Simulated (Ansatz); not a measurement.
Energy needed to pull apart CH$_{4}$AsN (SMILES C1N[AsH]1), singlet, into free ground-state atoms, from the structure below (displaced at random from a GFN2-xTB minimum); no zero-point or spin–orbit terms; open-shell atoms are treated unrestricted, in their ground-state multiplicity.

C1  (-0.466, -0.051, -0.536)
N2  (-0.443, 0.162, 0.858)
As3  (0.637, -1.239, 0.392)
H4  (-1.492, -0.461, -0.797)
H5  (-0.173, 0.746, -1.141)
H6  (0.072, 0.961, 1.150)
H7  (1.942, -0.342, -0.027)
(Å)

Computed with Ansatz 0.2.0 (basis: def2-TZVPP); correlated methods freeze the cores. Filled d shells of the heavier atoms are correlated. The def2 sets are not built for correlating such inner shells, so the correlated values are less sure here.

```json
{"method": "PBE-D4", "atomization energy (kcal/mol)": "548.2"}
{"method": "revPBE-D4", "atomization energy (kcal/mol)": "?"}
{"method": "r2SCAN-D4", "atomization energy (kcal/mol)": "529.0"}
{"method": "PBE0-D4", "atomization energy (kcal/mol)": "531.7"}
{"method": "CAM-B3LYP-D4", "atomization energy (kcal/mol)": "532.6"}
{"method": "wB97M-V", "atomization energy (kcal/mol)": "531.0"}
{"method": "HF", "atomization energy (kcal/mol)": "329.4"}
{"method": "MP2", "atomization energy (kcal/mol)": "?"}
{"method": "CCSD", "atomization energy (kcal/mol)": "498.6"}
{"method": "CCSD(T)", "atomization energy (kcal/mol)": "510.2"}
```

Task: What does revPBE-D4 give? (Judge from chemistry; the value comes from the calculation.)

Result: The calculation gives: 532.5 kcal/mol, which is about 22.3 kcal/mol more than CCSD(T)/def2-TZVPP.

Task: What does MP2 give? (An estimate is asked for; the value comes from the calculation.)

Result: Computed: 515.3 kcal/mol, which is about 5.1 kcal/mol more than CCSD(T)/def2-TZVPP.

In triple zeta the MP2 and coupled-cluster atomization energies are still short of their basis limit by a few kcal/mol a bond, whereas those of the functionals are nearly converged, so these differences are not deviations from converged CCSD(T).

The T1 diagnostic stays at or below 0.012.

For scale, one of the runs: CCSD(T)/def2-TZVPP forces, 166 basis functions (an equivalent command: `ansatz run in.yaml --threads 4`). Hardware: 4 CPU threads, shared host. Wall time 2 min; peak host memory 2.5 GiB.
